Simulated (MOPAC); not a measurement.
MOPAC input (AM1):

```
AM1 1SCF UHF MS=0.5 GEO-OK AUX(PRECISION=9) THREADS=1
C5H9O

C     2.57752244 1    0.63598928 1   -0.54524927 1
C     1.38588722 1   -0.20121660 1   -0.09093055 1
C     0.06851117 1    0.55041933 1   -0.21313557 1
C    -1.14645441 1   -0.24911581 1    0.22994921 1
O    -1.04735876 1   -1.40345421 1    0.64788357 1
C    -2.43159908 1    0.38528533 1    0.14753693 1
H     2.67304346 1    1.54724908 1    0.05063312 1
H     2.47653898 1    0.93586628 1   -1.59141878 1
H     3.51047548 1    0.07830830 1   -0.44925529 1
H     1.32669209 1   -1.12191572 1   -0.67527133 1
H     1.52062782 1   -0.51852506 1    0.94531527 1
H    -0.09646643 1    0.87234951 1   -1.24834479 1
H     0.09764804 1    1.47629630 1    0.37373550 1
H    -2.54621660 1    1.39818871 1   -0.21587963 1
H    -3.30667675 1   -0.16835281 1    0.45839282 1
```

From the output:

```
                                                       MOPAC v23.2.5 Linux

          FINAL HEAT OF FORMATION =        -24.61277 KCAL/MOL =    -102.97984 KJ/MOL

          COSMO AREA              =        138.00 SQUARE ANGSTROMS
          COSMO VOLUME            =        125.97 CUBIC ANGSTROMS

          IONIZATION POTENTIAL    =         10.527538 EV
          ALPHA SOMO LUMO (EV)    =        -10.528  1.072
          BETA  SOMO LUMO (EV)    =        -10.639 -0.603
          NO. OF ALPHA ELECTRONS  =         18
          NO. OF BETA  ELECTRONS  =         17
          MOLECULAR WEIGHT        =         85.1255         POINT GROUP:  Cs

          MOLECULAR DIMENSIONS (Angstroms)

            Atom       Atom       Distance
            H    15    H     9     6.88173
            H    14    O     5     3.03773
            H     7    H     8     1.76316

          SCF CALCULATIONS        =          1

   ATOM   CHEMICAL          X               Y               Z
  NUMBER   SYMBOL      (ANGSTROMS)     (ANGSTROMS)     (ANGSTROMS)

     1       C          2.57752244  *   0.63598928  *  -0.54524927  *
     2       C          1.38588722  *  -0.20121660  *  -0.09093055  *
     3       C          0.06851117  *   0.55041933  *  -0.21313557  *
     4       C         -1.14645441  *  -0.24911581  *   0.22994921  *
     5       O         -1.04735876  *  -1.40345421  *   0.64788357  *
     6       C         -2.43159908  *   0.38528533  *   0.14753693  *
     7       H          2.67304346  *   1.54724908  *   0.05063312  *
     8       H          2.47653898  *   0.93586628  *  -1.59141878  *
     9       H          3.51047548  *   0.07830830  *  -0.44925529  *
    10       H          1.32669209  *  -1.12191572  *  -0.67527133  *
    11       H          1.52062782  *  -0.51852506  *   0.94531527  *
    12       H         -0.09646643  *   0.87234951  *  -1.24834479  *
    13       H          0.09764804  *   1.47629630  *   0.37373550  *
    14       H         -2.54621660  *   1.39818871  *  -0.21587963  *
    15       H         -3.30667675  *  -0.16835281  *   0.45839282  *

                             CARTESIAN COORDINATES

   1    C        2.577522440     0.635989280    -0.545249270
   2    C        1.385887220    -0.201216600    -0.090930550
   3    C        0.068511170     0.550419330    -0.213135570
   4    C       -1.146454410    -0.249115810     0.229949210
   5    O       -1.047358760    -1.403454210     0.647883570
   6    C       -2.431599080     0.385285330     0.147536930
   7    H        2.673043460     1.547249080     0.050633120
   8    H        2.476538980     0.935866280    -1.591418780
   9    H        3.510475480     0.078308300    -0.449255290
  10    H        1.326692090    -1.121915720    -0.675271330
  11    H        1.520627820    -0.518525060     0.945315270
  12    H       -0.096466430     0.872349510    -1.248344790
  13    H        0.097648040     1.476296300     0.373735500
  14    H       -2.546216600     1.398188710    -0.215879630
  15    H       -3.306676750    -0.168352810     0.458392820

           Empirical Formula: C5 H9 O  =    15 atoms

      MOLECULAR POINT GROUP   :   Cs

          ALPHA EIGENVALUES
 -39.97629 -35.36252 -31.60056 -28.10339 -22.90642 -20.62024 -16.87236 -16.54808
 -16.27841 -14.92761 -14.23981 -13.99799 -13.10587 -13.01841 -12.17334 -11.61375
 -10.85393 -10.52754   1.07191   2.92687   3.76019   3.82730   3.89413   4.23060
   4.32027   4.35162   4.51421   4.64899   4.81768   5.07820   5.08367   5.35711
   6.41749

           BETA EIGENVALUES
 -39.57859 -35.23744 -30.80206 -27.56045 -22.76977 -20.36367 -16.76100 -16.38007
 -16.06978 -14.38515 -14.12837 -13.88742 -12.97079 -12.76712 -12.16847 -11.56916
 -10.63889  -0.60337   2.10120   3.09479   3.83878   3.89176   4.14719   4.35429
   4.39849   4.58774   4.59606   4.68277   4.94207   5.07751   5.09592   5.35853
   6.51555

              NET ATOMIC CHARGES AND DIPOLE CONTRIBUTIONS

  ATOM NO.   TYPE          CHARGE      No. of ELECS.   s-Pop       p-Pop
    1          C          -0.207604        4.2076     1.21585     2.99175
    2          C          -0.146860        4.1469     1.20788     2.93898
    3          C          -0.197100        4.1971     1.22034     2.97676
    4          C           0.208806        3.7912     1.22340     2.56779
    5          O          -0.270188        6.2702     1.91066     4.35952
    6          C          -0.238782        4.2388     1.29120     2.94758
    7          H           0.069163        0.9308     0.93084
    8          H           0.069163        0.9308     0.93084
    9          H           0.076988        0.9230     0.92301
   10          H           0.090581        0.9094     0.90942
   11          H           0.090581        0.9094     0.90942
   12          H           0.096856        0.9031     0.90314
   13          H           0.096856        0.9031     0.90314
   14          H           0.125040        0.8750     0.87496
   15          H           0.136498        0.8635     0.86350
 DIPOLE           X         Y         Z       TOTAL
 POINT-CHG.    -0.063     2.078    -0.766     2.216
 HYBRID        -0.149     0.386    -0.126     0.433
 SUM           -0.212     2.465    -0.892     2.630

          ATOMIC ORBITAL ELECTRON POPULATIONS

     Atom    s        px        py        pz
    1  C   1.21585   0.97800   1.00101   1.01274
    2  C   1.20788   0.91712   0.98582   1.03604
    3  C   1.22034   0.94962   0.99833   1.02881
    4  C   1.22340   0.90367   0.88128   0.78284
    5  O   1.91066   1.89449   1.16199   1.30305
    6  C   1.29120   0.98040   1.00690   0.96028
    7  H   0.93084
    8  H   0.93084
    9  H   0.92301
   10  H   0.90942
   11  H   0.90942
   12  H   0.90314
   13  H   0.90314
   14  H   0.87496
   15  H   0.86350

                    (SZ)    =    0.500000
                    (S**2)  =    0.785324

          ATOMIC ORBITAL SPIN POPULATIONS

    Atom   Total    s     px     py     pz
         Atomic
    1  C  0.0002  0.000  0.000  0.000  0.000
    2  C -0.0023 -0.000 -0.001 -0.001 -0.000
    3  C  0.0074  0.000  0.002  0.003  0.003
    4  C -0.1931 -0.018 -0.032 -0.029 -0.114
    5  O  0.2463  0.003 -0.002  0.035  0.210
    6  C  1.0543  0.058  0.063  0.153  0.781
    7  H -0.0000 -0.000
    8  H -0.0000 -0.000
    9  H -0.0001 -0.000
   10  H  0.0002  0.000
   11  H  0.0002  0.000
   12  H -0.0034 -0.003
   13  H -0.0034 -0.003
   14  H -0.0535 -0.053
   15  H -0.0528 -0.053

 **********************
 *                    *
 * JOB ENDED NORMALLY *
 *                    *
 **********************

 == MOPAC DONE ==
```

The geometry given is a B3LYP-D3(BJ)/def2-TZVP minimum.
